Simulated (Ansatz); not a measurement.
Input file for Ansatz (an electronic-structure program): R-CCSD(T)/cc-pV(D+d)Z on OSi (SMILES [O+]#[Si-]). The basis file is the Basis Set Exchange's JSON of that set.

Ansatz 0.2 input:
```yaml
crystal:
  periodic: [false, false, false]
  atoms:
    - {symbol: Si, position_ang: [0.00000000, -0.00000000, -0.75657293]}
    - {symbol: O, position_ang: [-0.00000000, 0.00000000, 0.75657293]}
basis:
  gaussian:
    orbitals: cc-pV_D+d_Z.json
magnetization: {spin_polarized: false}
correlation: {method: ccsd_t, electrons: outside_noble_gas}
scf: {lower_state_search: off}
```

Program output:

```
WARN ansatz: RAYON_NUM_THREADS=1 ignored (pool sized by the plan → 1); use --threads N
Functional definition: HF
these checks for a lower state are left out or cut short: stability, starts, cluster_reference, orbital_swaps, neighbouring_geometries, increment
integrals: 0.01 GiB planned
387 factors; integrals over basis functions are off by at most 9.3e-4 eV
mean field: 0.06 GiB planned
mean field evaluation 1: about -9894.8985 eV, gradient 4.6e1 eV
mean field evaluation 2: about -9894.9006 eV, gradient 4.6e1 eV
mean field evaluation 4: about -9899.4873 eV, gradient 2.2e0 eV
mean field evaluation 8: about -9899.5132 eV, gradient 6.6e-2 eV
mean field -9899.51319489 eV, -363.8003997811 hartree, gradient 1.3e-6 eV, S^2 0.000000; 0 other end points of the search recorded, 0 dependent functions left out
6 core orbitals not correlated
reference -9899.51319489 eV, -363.8003997811 hartree; 5, 5 occupied and 26, 26 virtual orbitals, 387 factors
second order -7.42271176 eV of doubles, -0.00000000 eV of singles
coupled cluster: 0.05 GiB planned
cycle   1  -7.12447991 eV  change    3.0e-1 eV  update   1.4e-1
cycle   2  -7.48725695 eV  change   -3.6e-1 eV  update   5.6e-2
cycle   3  -7.61471778 eV  change   -1.3e-1 eV  update   2.8e-2
cycle   4  -7.59883746 eV  change    1.6e-2 eV  update   6.5e-3
cycle   5  -7.60084388 eV  change   -2.0e-3 eV  update   2.4e-3
cycle   6  -7.60109092 eV  change   -2.5e-4 eV  update   6.0e-4
cycle   7  -7.60078118 eV  change    3.1e-4 eV  update   1.9e-4
cycle   8  -7.60077018 eV  change    1.1e-5 eV  update   5.8e-5
cycle   9  -7.60074882 eV  change    2.1e-5 eV  update   1.8e-5
cycle  10  -7.60074154 eV  change    7.3e-6 eV  update   5.4e-6
perturbative correction -0.31377404 eV, -0.0115309833 hartree
Total energy: -9907.42771047 eV, -364.0912528640 hartree
Checks for a lower state left out: stability, starts, cluster_reference, orbital_swaps, neighbouring_geometries, increment
```

The calculation finished and met its thresholds.

Cost: about 0.6 core-seconds (a rough figure).
